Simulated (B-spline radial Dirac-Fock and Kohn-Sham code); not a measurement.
**Relative photoemission cross sections at 4000 eV: 5d3/2, 5d5/2, La to Pb**

Method: the independent-particle Dirac-Slater model, thresholds from Dirac-Fock. Computed with a radial B-spline solver. Cross sections are relative to C 1s, computed as 0.7121 kb at this energy; β is from the dipole term. Free atoms in their tabulated ground configurations, whose changes along a row show as steps; without correlation, outer binding energies come out low.

```
 Z  element  σ 5d3/2  σ 5d5/2  β 5d5/2  binding 5d5/2 (eV)
57       La   0.0263   0.0361     1.12                5.56
58       Ce   0.0284   0.0389     1.14                5.56
64       Gd   0.0386   0.0517     1.21                5.15
71       Lu   0.0480   0.0620     1.29                4.29
72       Hf    0.124    0.161     1.29                5.32
73       Ta    0.229    0.300     1.30                6.31
74        W    0.366    0.481     1.31                7.29
75       Re    0.538    0.706     1.31                8.26
76       Os    0.747    0.981     1.32                9.24
80       Hg     2.01     2.63     1.35               13.35
81       Tl     2.33     3.08     1.35               19.19
82       Pb     2.67     3.55     1.36               25.15
```
